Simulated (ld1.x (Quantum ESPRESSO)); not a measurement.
Logarithmic derivatives: antimony, TM

| Item | Value |
| --- | --- |
| Element | Sb |
| Generator | ld1.x (Quantum ESPRESSO) 7.5 |
| Type | norm-conserving Troullier–Martins (Kleinman–Bylander form) |
| Functional | revPBE |
| Relativity | scalar-relativistic |
| Frozen core | [Kr] 4d10 |
| Valence charge | 5 |
| Reference configuration | 5s2 5p2 (charge +1) |
| Partial waves | 5p (bound): rc 1.70 bohr; 5d channel at 0.1 Ry: rc 1.30 bohr; 5s (bound): rc 1.55 bohr |
| Local potential | the s channel |
| Core correction | none |

The phase is arctan(r·u′/u) with u = r·R(r), unwrapped; energies in Ry, scanned from -4 to 5 Ry. A pole is an energy at which the radial function vanishes at the test radius. The pseudo phase is shifted by a multiple of π to meet the all-electron one at the reference energy, and phase errors are pseudo minus all-electron; the curves can meet again beyond the range given. Levels narrower than the energy grid can be missing from the lists of poles. Where the grid stepped over a known ghost or core level, its pole and its step of π were put in at the level’s energy.

Problem. For each channel, where are the poles, and over which energies does the pseudopotential scatter like the atom?

Solution.

| channel | radius (bohr) | reference energy (Ry) | poles, all-electron | poles, pseudo | unbroken range about the reference energy with phases within 0.05 rad | phase error 1 Ry above the reference energy (rad) |
| --- | --- | --- | --- | --- | --- | --- |
| s | 1.84 | -1.51 | 4.23 | 2.27 | below 0.7 | -0.023 |
| p | 1.84 | -0.88 | none | none | the whole range | -0.018 |
| d | 1.84 | 0.10 | -2.57 | -0.34 | not even at the reference energy | -0.878 |

Note: ghost states, extra bound levels that the all-electron valence spectrum of the same l lacks: p at -2581.1 eV, d at -4.6 eV. A true bound ghost makes a file unfit for plane-wave use.

Phases in the d channel:

```json
{"E (Ry)": "-4.00", "all-electron": "1.003", "pseudo": "1.274"}
{"E (Ry)": "-3.52", "all-electron": "0.271", "pseudo": "1.254"}
{"E (Ry)": "-3.04", "all-electron": "-1.274", "pseudo": "1.231"}
{"E (Ry)": "-2.56", "all-electron": "-1.575", "pseudo": "1.202"}
{"E (Ry)": "-2.08", "all-electron": "-1.679", "pseudo": "1.167"}
{"E (Ry)": "-1.60", "all-electron": "-1.740", "pseudo": "1.122"}
{"E (Ry)": "-1.12", "all-electron": "-1.786", "pseudo": "1.063"}
{"E (Ry)": "-0.64", "all-electron": "-1.829", "pseudo": "0.983"}
{"E (Ry)": "-0.16", "all-electron": "-1.873", "pseudo": "-2.273"}
{"E (Ry)": "0.32", "all-electron": "-1.923", "pseudo": "-2.441"}
{"E (Ry)": "0.80", "all-electron": "-1.986", "pseudo": "-2.697"}
{"E (Ry)": "1.28", "all-electron": "-2.070", "pseudo": "-3.063"}
{"E (Ry)": "1.76", "all-electron": "-2.191", "pseudo": "-3.484"}
{"E (Ry)": "2.24", "all-electron": "-2.377", "pseudo": "-3.839"}
{"E (Ry)": "2.72", "all-electron": "-2.682", "pseudo": "-4.083"}
{"E (Ry)": "3.20", "all-electron": "-3.139", "pseudo": "-4.244"}
{"E (Ry)": "3.68", "all-electron": "-3.631", "pseudo": "-4.354"}
{"E (Ry)": "4.16", "all-electron": "-3.984", "pseudo": "-4.432"}
{"E (Ry)": "4.64", "all-electron": "-4.201", "pseudo": "-4.490"}
```
